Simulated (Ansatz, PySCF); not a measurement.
Noncovalent pair: CH4 (SMILES C) (first 5 atoms) with Si2H6 (SMILES [SiH3][SiH3]); geometry from B3LYP-D3(BJ)/def2-TZVP, rigid monomers moved along the line of their centres of mass till C1···Si7 is 3.54 Å.
(charge 0, multiplicity 1):
```xyz
13

C      0.055    -0.126     0.046
H     -0.373    -1.048     0.437
H     -0.535     0.722     0.392
H      1.080    -0.023     0.400
H      0.047    -0.155    -1.042
Si     1.068     0.433     3.774
Si    -1.118    -0.317     3.378
H      1.796    -0.545     4.619
H      1.038     1.737     4.481
H      1.807     0.602     2.501
H     -1.101    -1.628     2.687
H     -1.858     0.655     2.539
H     -1.836    -0.472     4.667
```

Interaction energies are E(AB) − E(A) − E(B) at the monomers' geometry in the complex; basis-set methods are counterpoise corrected.

Cores are frozen in the correlated methods.

Run with Ansatz (Gaussian basis) for Hartree–Fock, density functionals and correlated methods; PySCF for the dispersion terms. 

PBE/def2-TZVPPD gives 1.10 kcal/mol for the interaction energy.

**Question.** How do the other levels lie against it? Give each less PBE: PBE-D3(BJ)/def2-TZVPPD, r2SCAN/def2-TZVPPD, B3LYP/def2-TZVPPD, wB97M-V/def2-TZVPPD, MP2/aug-cc-pV(D+d)Z, CCSD(T)/aug-cc-pV(D+d)Z.

**Answer.** PBE-D3(BJ)/def2-TZVPPD -1.66; r2SCAN/def2-TZVPPD -0.47; B3LYP/def2-TZVPPD 1.13; wB97M-V/def2-TZVPPD -1.35; MP2/aug-cc-pV(D+d)Z -0.71; CCSD(T)/aug-cc-pV(D+d)Z -0.75 kcal/mol. 1 of 6 lie above PBE; the widest gap is to PBE-D3(BJ)/def2-TZVPPD.

Ansatz is a program for electronic structure.
